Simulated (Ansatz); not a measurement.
A made-up structure of MgSnH$_{4}$, closed shell:

Mg1  (-0.300, 0.735, -0.315)
Sn2  (0.667, -1.639, 0.702)
H3  (1.264, -3.102, 1.330)
H4  (-1.716, 0.561, -1.275)
H5  (0.813, 1.564, -1.332)
H6  (-0.730, 1.887, 0.887)
(Å)

It is relaxed with PBE-D4/def2-SVP and then PBE0-D4/def2-TZVP (Ansatz 0.2.0). Atoms count as bonded within 1.22 times the sum of their covalent radii (H–H: 0.88 Å). The end point is not checked to be a true minimum.

Question: Does its bonding change? (Judge from chemistry; the calculation decides.)

Answer: Computed: Yes. Formed: Sn2–H4, Sn2–H5, Sn2–H6; broken: Mg1–Sn2, Mg1–H4, Mg1–H5, Mg1–H6.

Where it ends: The first stage lowers the energy by 3.71 eV in 16 steps. It ends as a complex of SnH₄ + Mg:
```xyz
6
angstrom
Mg -1.1943 2.9532 -1.2580
Sn 0.2390 -0.5912 0.2517
H 0.8341 -2.0630 0.8787
H -1.1591 -0.8888 -0.6765
H 1.4268 0.1333 -0.7328
H -0.1487 0.4620 1.5344
```

For scale, one of the runs: PBE0-D4/def2-TZVP relaxation, 106 basis functions, launched by `ansatz run in.yaml --threads 2 --pin off --events-out ev --progress --plain --max-ram 4352MiB`. The run took about 13 s on 2 CPU threads of an Arm Neoverse V1 (shared host).
